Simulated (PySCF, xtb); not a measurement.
C2H7Al, SMILES [CH3][AlH][CH3] (connectivity only; charge and spin as stated), charge -1, multiplicity 2.

Harmonic wavenumbers (cm⁻¹) from xtb with GFN2-xTB at its own minimum, in rising order: 98, 103, 129, 356, 359, 442, 448, 483, 536, 579, 687, 1097, 1335, 1341, 1529, 1531, 1531, 1537, 2824, 2828, 2832, 2840, 2858, 2865.

Task: What does B3LYP-D3(BJ)/def2-SVPD (PySCF) give at its own minimum? (The exact figures need the calculation; the answer reports its results.)

Result: 122, 132, 154, 419, 461, 509, 530, 577, 684, 708, 718, 1149, 1150, 1410, 1414, 1414, 1422, 1646, 2943, 2944, 3017, 3019, 3045, 3045. Paired by order, the mean absolute difference is 105 cm⁻¹ and the zero-point energies are 44.6 and 46.7 kcal/mol.
